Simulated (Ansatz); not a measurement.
`C[O][GeH2][CH2][Si](C)(C)C` + `C[Si](F)(F)I` → `C[O][GeH2][I]` + `C[Si](C)(C)C[Si](C)(F)F`  (redistribution)

Calculated with Ansatz (gas phase, PBE0-D4/def2-TZVP geometries, no zero-point term in ΔE). CBS: MP2 limit from def2 TZ/QZ plus the TZ coupled-cluster correction, frozen cores. Functionals use def2-TZVPP. B3LYP here is the variant with VWN-RPA as its local correlation; programs differ in this. HSE06 is defined as in plane-wave codes. Elements past krypton have def2 core potentials. For Ge, I outer-core shells are correlated without core-valence functions, which leaves a few kJ/mol of doubt a bond. Scalar relativity is left out up to krypton. Each species was taken in one conformer, which may not be the lowest.

`C[O][GeH2][CH2][Si](C)(C)C`:

Z-matrix (Å, degrees):
```
C
O 1 1.404
H 1 1.099 2 112.2
H 1 1.093 2 108.3 3 119.1
H 1 1.099 2 112.4 3 -122.0
Ge 2 1.789 1 117.9 3 55.9
C 6 1.947 2 110.5 1 73.2
H 6 1.536 2 104.0 1 -166.2
H 6 1.547 2 106.9 1 -48.4
Si 7 1.883 6 116.0 2 50.7
H 7 1.097 6 106.5 2 172.1
H 7 1.095 6 108.5 2 -73.6
C 10 1.876 7 108.5 6 169.1
C 10 1.871 7 109.9 6 -71.0
C 10 1.874 7 109.6 6 49.6
H 13 1.093 10 111.3 7 -60.8
H 13 1.094 10 111.2 7 59.3
H 13 1.094 10 111.0 7 179.2
H 14 1.092 10 110.5 7 62.3
H 14 1.094 10 111.5 7 -58.1
H 14 1.094 10 110.7 7 -177.8
H 15 1.093 10 111.4 7 -65.3
H 15 1.094 10 110.5 7 175.1
H 15 1.093 10 111.6 7 55.3
```

`C[Si](F)(F)I`:

Z-matrix (Å, degrees):
```
C
Si 1 1.836
H 1 1.091 2 110.4
H 1 1.093 2 109.7 3 120.0
H 1 1.091 2 110.4 3 -120.1
F 2 1.585 1 110.5 3 -178.8
F 2 1.585 1 110.5 3 -61.3
I 2 2.419 1 113.1 3 59.9
```

`C[O][GeH2][I]`:

```xyz
9

C     0.986    1.008   -0.340
O     0.674   -0.368   -0.329
Ge   -0.908   -0.832    0.324
I    -0.995   -3.314    0.116
H     0.283    1.587   -0.953
H     1.001    1.438    0.670
H     1.983    1.118   -0.770
H    -0.996   -0.435    1.807
H    -2.026   -0.203   -0.526
```

`C[Si](C)(C)C[Si](C)(F)F`:

Cartesian coordinates in Å:
```
C -1.105 0.016 2.049
Si 0.488 0.115 1.074
C 1.828 -0.853 1.959
C 1.026 1.897 0.881
C 0.240 -0.664 -0.631
Si -1.022 0.062 -1.753
C -1.208 -0.744 -3.404
F -2.447 0.041 -1.029
F -0.688 1.607 -1.994
H -1.909 0.572 1.560
H -0.968 0.429 3.052
H -1.439 -1.020 2.159
H 1.546 -1.903 2.080
H 2.772 -0.821 1.407
H 2.012 -0.441 2.956
H 0.266 2.490 0.367
H 1.950 1.970 0.301
H 1.208 2.351 1.858
H -0.011 -1.722 -0.487
H 1.204 -0.645 -1.156
H -0.272 -0.702 -3.965
H -1.492 -1.793 -3.294
H -1.980 -0.241 -3.990
```

```
             level  ΔE (kcal/mol)  difference from CCSD(T)/CBS
          B3LYP-D4           -5.1                         -1.9
        r2SCAN0-D4           -5.0                         -1.8
          HSE06-D4           -4.7                         -1.5
          BHLYP-D4           -5.6                         -2.4
            revPBE           -5.7                         -2.5
              PBE0           -5.5                         -2.3
             B3LYP           -6.6                         -3.4
             HSE06           -5.5                         -2.3
         CAM-B3LYP           -6.1                         -2.9
RPA@PBE/def2-TZVPP           -3.3                         -0.1
      MP2/def2-SVP           -6.0                         -2.8
     CCSD/def2-SVP           -6.9                         -3.7
     HF/def2-TZVPP           -7.8                         -4.6
   CCSD/def2-TZVPP           -4.0                         -0.8
    MP2/def2-QZVPP           -2.5                          0.7
SCS-MP2/def2-QZVPP           -3.4                         -0.2
       CCSD(T)/CBS           -3.2                            0
```

Largest T1 diagnostic among the species: 0.011.

The D4 term adds +1.5 kcal/mol with B3LYP and +0.9 kcal/mol with PBE0; it sums over pairs of atoms, weighted by their polarisabilities, and B3LYP, whose exchange is more repulsive, gets the larger term. At CCSD(T), def2-SVP lies −3.2 kcal/mol from the extrapolated value and def2-TZVPP −0.2 kcal/mol.
